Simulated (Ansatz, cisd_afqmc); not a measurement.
System: In, charge -1, triplet.

Total energies in def2-TZVPPD, 4 correlated electrons, 9 frozen orbitals. Radicals and triplets start from unrestricted determinants; spin-orbit coupling is neglected. Correlated methods leave the cores frozen (noble-gas shells, and filled d and f shells in the p block). Past Kr the def2 sets carry scalar-relativistic core potentials. AFQMC/CISD: phaseless, guided by CISD from CCSD amplitudes; bars are statistical, one sigma. Outlying blocks are dropped, and bars are widened where a walk drifts. Over all cases where full CI ran beside it in this data, AFQMC minus full CI had a median of +0.1 mEh and passed +0.4 mEh in a tenth of the cases. Spin-orbit terms, left out, reach several kcal/mol for Br and I, and more for heavier atoms.

```tsv
method	program	energy (Eh)	minus CCSDTQ (mEh)
HF	Ansatz	-189.20991	54.31
MP2	Ansatz	-189.24929	14.93
CCSD	Ansatz	-189.26182	2.40
CCSD(T)	Ansatz	-189.26361	0.61
CCSDT(Q)	Ansatz	-189.26421	0.01
CCSDTQ	Ansatz	-189.26422	0.00
AFQMC/CISD	cisd_afqmc	-189.2638 ± 0.0001	0.4 ± 0.1
```

Ansatz is a first-principles code.
